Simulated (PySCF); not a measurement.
In(H)2(Me)(HOMe), C₂H₉InO, singlet (CAM-B3LYP/def2-SVP optimised geometry):

```
13

In    -0.762    -1.590     0.000
H     -1.631    -1.880     1.484
H     -1.631    -1.746    -1.506
C      1.408    -1.590     0.000
H      1.797    -0.943    -0.799
H      1.785    -2.609    -0.179
H      1.812    -1.247     0.963
C     -1.389     1.530     1.175
O     -1.158     0.769     0.000
H     -1.330     2.609     0.962
H     -0.599     1.271     1.890
H     -2.364     1.295     1.632
H     -1.812     0.982    -0.678
```

Method: CAM-B3LYP/def2-TZVP, def2 effective core potentials past Kr (PySCF).

Problem. What are the frontier orbital energies and the dipole moment?

Solution. HOMO-2 -10.76 eV, HOMO-1 -8.64 eV, HOMO -8.24 eV, LUMO 0.34 eV, LUMO+1 1.30 eV; dipole moment 3.80 D.

On the same geometry PBE/def2-TZVP, def2 effective core potentials past Kr (PySCF) gives HOMO-2 -7.62 eV, HOMO-1 -6.09 eV, HOMO -5.78 eV, LUMO -1.20 eV, LUMO+1 -0.07 eV; dipole moment 3.68 D.
